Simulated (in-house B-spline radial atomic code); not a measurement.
A calculation on Ag⁴⁺: its settings, and results tabulated from the run. Level of theory: scalar-relativistic (X2C) TPSSh, spin-polarised, spherical fractional occupations, exact exchange averaged over the configuration, Fermi nucleus of rms radius 4.5454 fm; calculated with a radial B-spline atomic code at the basis-set limit.

Command:
```bash
python run_scf.py task.json out
```
Settings (nuclear radius in fm, mass in u):
```
Z                47
configuration    [Kr] 4d7
hamiltonian      x2c
method           tpssh
spin_polarised   True
nucleus          fermi
rms_radius       4.5454
atomic_mass      106.90509
speed_of_light   137.035999084
exact_exchange   averaged over the configuration
```

Output (hartree, bohr):
```
 radial grid: 68 intervals, B-splines of order 8, outer radius 22.1277 bohr

 iter        energy (Eh)    residual
    1       -5311.024745    7.49e-02
    2       -5311.028920    1.35e-03
    3       -5311.028933    5.11e-04
    4       -5311.028934    2.20e-04
    5       -5311.028934    3.98e-05
    6       -5311.028934    7.51e-06
    7       -5311.028934    1.15e-06
    8       -5311.028934    3.01e-07

 total energy                     -5311.02893
 kinetic                            5558.6397
 electron-nucleus                 -12791.7323
 Hartree                            2070.6785
 exact exchange                      -14.5960
 exchange-correlation               -134.0190

 orbital      occ     eigenvalue          <r>       <r^2>       <1/r>       r_max
 1s up      1.000      -933.6210    0.0305504  0.00127224     51.4462      0.0195
 1s down    1.000      -933.6213    0.0305504  0.00127224     51.4462      0.0195
 2s up      1.000      -139.6603     0.134372   0.0213518     11.6167      0.1138
 2s down    1.000      -139.6361      0.13436   0.0213484     11.6181      0.1138
 2p up      3.000      -125.4561      0.11742   0.0168526     10.8906     0.09085
 2p down    3.000      -125.4360     0.117406   0.0168487     10.8917     0.09084
 3s up      1.000       -27.5492       0.3677    0.154794     4.03066      0.3322
 3s down    1.000       -27.5388     0.367685    0.154755     4.02975      0.3323
 3p up      3.000       -22.8524     0.366945     0.15646     3.77672      0.3255
 3p down    3.000       -22.8389     0.366898     0.15638     3.77608      0.3255
 3d up      5.000       -15.4443     0.345655    0.142342     3.53135      0.2739
 3d down    5.000       -15.4181     0.345681    0.142315     3.53033      0.2741
 4s up      1.000        -5.7115     0.903514    0.922083     1.53615      0.8215
 4s down    1.000        -5.5994     0.901597    0.918647     1.54157      0.8191
 4p up      3.000        -4.3234     0.978102     1.08956      1.3841      0.8718
 4p down    3.000        -4.2012     0.977159     1.08851     1.38742      0.8691
 4d up      5.000        -2.2802      1.19242     1.66019     1.10475      0.9931
 4d down    2.000        -2.1749      1.20262     1.69465     1.09892      0.9932
```

Time taken, with all properties: 0.51 s on 1 thread of Arm Neoverse V2, with other jobs on the host.

One-electron X2C: radii and densities carry no picture-change correction, so inner-shell <1/r> comes out high (for 1s by about 2 % at Z = 33, 5 % at 54, 10 % at 75, 30 % at 118) and <r> low.
